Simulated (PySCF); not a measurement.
# Core binding energy against partial charge

Compound: C3H12OSi3.
Structure used (PBE0-D3(BJ)/def2-SVP), in Å, numbered top down from 1:
```xyz
19
C3H12OSi3 angstrom
C      1.759   -1.723    0.199
C      1.758   -0.387    0.162
C      1.415    0.445   -1.028
Si    -0.391    1.002   -0.938
Si    -0.779    2.269    1.006
O     -1.367   -0.344   -0.934
Si    -1.906   -1.594    0.016
H      1.977   -2.266    1.122
H      1.551   -2.320   -0.695
H      1.972    0.160    1.090
H      2.052    1.342   -1.101
H      1.532   -0.126   -1.964
H     -0.729    1.806   -2.152
H      0.033    3.527    0.964
H     -0.396    1.506    2.234
H     -2.225    2.639    1.115
H     -3.380   -1.725   -0.172
H     -1.620   -1.319    1.457
H     -1.251   -2.871   -0.388
```

Binding energies: delta-SCF UKS SCAN, pcX-2 on the ionised atom, pcseg-1 elsewhere, spin-free X2C (PySCF). Charges: PBE0/pcSseg-1 ground-state density, for the ionised atom.

| atom | environment | C 1s (eV) | Mulliken (e) | IAO (e) | Hirshfeld (e) | ESP (e) |
| --- | --- | --- | --- | --- | --- | --- |
| C1 | terminal =CH2 carbon | 289.95 | -0.178 | -0.328 | -0.103 | -0.590 |
| C3 | sp3 carbon bound to silicon | 290.30 | -0.486 | -0.554 | -0.159 | -0.481 |
| C2 | alkene CH carbon | 290.64 | -0.263 | -0.125 | -0.036 | +0.037 |

Question: Give the correlation coefficient and slope of binding energy on charge for each scheme.

Answer: ESP: r = 0.93, slope 0.9 eV per e; Hirshfeld: r = 0.54, slope 3.0 eV per e; IAO: r = 0.47, slope 0.7 eV per e; Mulliken: r = -0.27, slope -0.6 eV per e. ESP charges have the highest r, on only 3 points.

Question: The point-charge model writes a binding energy as kq + V + constant, with V the potential of the other atoms' charges at the site. What does it give with the Mulliken charges?

Answer: V = Σ 14.40 eV Å × q/r over all other atoms: +1.15 eV at C1, +5.45 eV at C3, +0.53 eV at C2. Fitting binding energy − V to q gives k = 15.0 eV per e and leaves an rms residual of 1.09 eV, against 0.27 eV for the fit on q alone. The model has no term for differences in relaxation between sites.

Spin contamination (⟨S²⟩ against 0.75 for a pure doublet) is marked for C 1s of C2 (0.85), which makes this value less certain. Isolated species at its PBE0-D3(BJ)/def2-SVP geometry (one conformer only).
